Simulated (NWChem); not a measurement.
# trimethylsulfonium (C3H9S cation); SMILES C[S+](C)C

Question: Give the equilibrium geometry at B3LYP/6-31G* (spherical d) (NWChem) as a list of bonds and angles, with the point group.

Answer: point group C3v; any orientation.
Bonded distances (Å): C1–S2 1.824, C1–H5 1.093, C1–H6 1.093, C1–H7 1.093, S2–C3 1.824, S2–C4 1.824, C3–H8 1.093, C3–H9 1.093, C3–H10 1.093, C4–H11 1.093, C4–H12 1.093, C4–H13 1.093. Bond angles (°): S2–C1–H5 110.6, S2–C1–H6 107.3, S2–C1–H7 107.4, H5–C1–H6 111.0, H5–C1–H7 111.0, H6–C1–H7 109.4, C1–S2–C3 102.6, C1–S2–C4 102.6, C3–S2–C4 102.6, S2–C3–H8 110.6, S2–C3–H9 107.3, S2–C3–H10 107.4, H8–C3–H9 111.0, H8–C3–H10 111.0, H9–C3–H10 109.4, S2–C4–H11 110.6, S2–C4–H12 107.4, S2–C4–H13 107.3, H11–C4–H12 111.0, H11–C4–H13 111.0, H12–C4–H13 109.4.
